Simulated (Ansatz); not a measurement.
Consider the redistribution: `S[SiH2]CCl` + `[SH][Ge]([Cl])([Cl])[Cl]` → `ClC[SiH2]Cl` + `[SH][Ge]([SH])([Cl])[Cl]`.

Gas-phase electronic energies from Ansatz, PBE0-D4/def2-TZVP geometries. CCSD(T)/CBS is the MP2 limit (def2-TZVPP, def2-QZVPP) plus CCSD(T) − MP2 in def2-TZVPP, frozen cores. DFT in def2-TZVPP. For Ge outer-core shells are correlated without core-valence functions, which leaves a few kJ/mol of doubt a bond. Scalar relativity is left out up to krypton. One conformer a species, not always the lowest.

```csv
level,ΔE (kJ/mol),difference from CCSD(T)/CBS
BHLYP-D4,-21.6,0.8
ωB97M-V,-21.0,1.4
BLYP,-20.4,2.0
r2SCAN,-20.0,2.4
PBE0,-19.5,2.9
BHLYP,-20.8,1.6
CAM-B3LYP,-20.7,1.7
RPA@PBE/def2-TZVPP,-19.9,2.5
HF/def2-SVP,-20.2,2.2
CCSD(T)/def2-SVP,-18.6,3.8
HF/def2-TZVPP,-19.3,3.1
SCS-MP2/def2-TZVPP,-21.3,1.1
MP2/def2-QZVPP,-23.4,-1.0
HF/CBS(def2),-19.2,3.2
MP2/CBS(def2),-24.4,-2.0
CCSD/CBS(def2),-22.4,0.0
CCSD(T)/CBS,-22.4,0
```

Largest T1 diagnostic among the species: 0.010.

Leaving LDA and LC-ωPBE aside and taking each functional with its dispersion term where it has one, the values, not all of them listed here, spread over 3.3 kJ/mol, from BHLYP-D4 to B97M-V. At CCSD(T), def2-SVP lies +3.8 kJ/mol from the extrapolated value and def2-TZVPP +2.3 kJ/mol.
